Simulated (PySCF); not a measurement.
The vertical singlet excitations below were computed for one of the candidates. Method: TDDFT CAM-B3LYP/def2-SVPD, vertical, gas phase, core orbitals frozen in the response (PySCF 2.14.0, density-fitted response routines). Geometries: PBE0-D3(BJ)/def2-SVP, one conformer each.

```json
{"state": "S1", "E (eV)": "6.85", "f": "0.0055"}
{"state": "S2", "E (eV)": "7.00", "f": "0.131"}
{"state": "S3", "E (eV)": "7.01", "f": "0.0059"}
{"state": "S4", "E (eV)": "7.55", "f": "0.0026"}
{"state": "S5", "E (eV)": "7.77", "f": "0.0002"}
{"state": "S6", "E (eV)": "7.94", "f": "0.0002"}
```

Task: Which structure fits?
A. `CC(=S)c1ncnc(F)n1`
B. `CC1=NNC(OC(F)(F)F)=N1`
C. `O=C(c1ccccc1)CCCC`

Result: B. Its S1, at 6.85 eV, is the highest among the candidates; the nearest of the others has S1 at 4.02 eV. S1 is HOMO-1→LUMO+1 (97%). Löwdin shares by element: HOMO nitrogen 47% or more, carbon 30% or more (atoms not listed hold the other 24%); LUMO carbon 31% or more, oxygen 19%, hydrogen 18% or more (atoms not listed hold the other 32%). At the same level the other candidates give, for their lowest levels:
- `CCCCC(=O)c1ccccc1`: 4.02 eV (f 0.000); 5.05 eV (f 0.018); 5.44 eV (f 0.249); 6.57 eV (f 0.205); 6.58 eV (f 0.006); T1 3.53 eV; HOMO -8.76, LUMO -0.59 eV
- `CC(=S)c1ncnc(F)n1`: 1.77 eV (f 0.000); 4.03 eV (f 0.000); 4.40 eV (f 0.003); 4.81 eV (f 0.016); 4.85 eV (f 0.301); HOMO -8.17, LUMO -2.50 eV

Conformer computed: `[CH3:1][c:2]1[n:3][nH:4][c:5]([O:6][C:7]([F:8])([F:9])[F:10])[n:11]1`: N4–C5–O6–C7 -178°, C5–O6–C7–F8 179°.
Triplets come from the Tamm–Dancoff approximation.
